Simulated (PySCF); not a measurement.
trichloro(fluoro)methane (CCl3F), SMILES C(Cl)(Cl)(Cl)F. Atoms are numbered in the order given.

```xyz
5

F      0.0000     0.0000     1.5902
C      0.0000     0.0000     0.2571
Cl     1.4634     0.8449    -0.3109
Cl     0.0000    -1.6898    -0.3109
Cl    -1.4634     0.8449    -0.3109
```
Charge 0, spin multiplicity 1.

Geometry optimised at B3LYP-D3(BJ)/def2-SVP.

Level of theory: PBE/pcJ-1 (PySCF).

Isotropic couplings with Fermi-contact, spin-dipole and both spin-orbit terms, one fixed conformer, no vibrational averaging. Isotopes: 13C, 19F.

Problem. Estimate the spin–spin coupling constants. (Estimate from the structure and the level; the computed values follow.)

Solution. 
```json
[
 {"pair": "F1–C2", "bonds apart": "1", "J (Hz)": "-469.9"}
]
```
